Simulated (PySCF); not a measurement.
Fill in the blanks.

C6H6ClNO.
SMILES: `N#CC1=C(Cl)CCCO1`

```csv
property,level,value
point group of the GFN2-xTB geometry,GFN2-xTB,?
"rotational constants A, B, C of the GFN2-xTB geometry",GFN2-xTB,"1.902, 1.323, 0.804 GHz"
dipole moment,wB97X-D/def2-SVPD,6.16 D
HOMO energy,wB97X-D/def2-SVPD,?
LUMO energy,wB97X-D/def2-SVPD,?
lowest singlet excitation,TDDFT wB97X-D/def2-SVPD,?
lowest triplet excitation (Tamm–Dancoff),TDA wB97X-D/def2-SVPD,?
static isotropic polarisability,wB97X-D/def2-SVPD,?
electronic spatial extent ⟨r²⟩ about the centre of nuclear charge,wB97X-D/def2-SVPD,?
```

Electronic properties: PySCF, gas phase, density fitting.

Q: The electronic spatial extent ⟨r²⟩ about the centre of nuclear charge?

A: 1359 bohr².

Q: The LUMO energy?

A: 0.36 eV.

Q: The lowest singlet excitation?

A: 5.34 eV (232 nm, f = 0.241).

Q: What is the lowest triplet excitation (Tamm–Dancoff)?

A: 3.34 eV.

Q: The static isotropic polarisability?

A: 89.9 au.

Q: The point group of the GFN2-xTB geometry?

A: C1.

Q: Give the HOMO energy.

A: -8.90 eV.

With B = h/(8π²I), that is 505.379 GHz u Å² over I, the principal moments of inertia are 265.8, 382.0 and 628.7 u Å² (most abundant isotopes). A dipole of 6.16 D is allowed in C1, and pure rotational transitions are dipole-allowed. The polarisability is 13.33 Å³ as a volume (1 au = 0.148185 Å³), or 1.22 au for each of the 74 electrons. The principal polarisabilities are 63.2, 98.6 and 108.1 au; their mean is the isotropic value.

For the TDDFT job (wB97X-D/def2-SVPD), hardware: an Arm Neoverse V2 with one thread, on a shared host. Cost: 55 s of wall time.

One conformer stands for the species.
